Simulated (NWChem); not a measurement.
BBr$_{2}$F; SMILES FB(Br)Br

Results from NWChem. Pople sets run with spherical d functions. All runs use the structure optimised with PBE0/def2-SVP. Static field.

Task: Taking CAM-B3LYP/def2-SVPD as the yardstick, which of these has the fewest basis functions while keeping “isotropic polarisability (bohr³)” within 5 % of it: CAM-B3LYP/def2-SVP; CAM-B3LYP/6-31G*; CAM-B3LYP/aug-cc-pVDZ?

Result: CAM-B3LYP/aug-cc-pVDZ.
```csv
level,basis functions,isotropic polarisability (bohr³),relative time (rough)
CAM-B3LYP/6-31G*,92,41.1,1
CAM-B3LYP/def2-SVP,92,39.8,1
CAM-B3LYP/aug-cc-pVDZ,118,54.3,8
CAM-B3LYP/def2-SVPD,125,55.9,3
```

The yardstick is one finite set, not the basis-set limit.
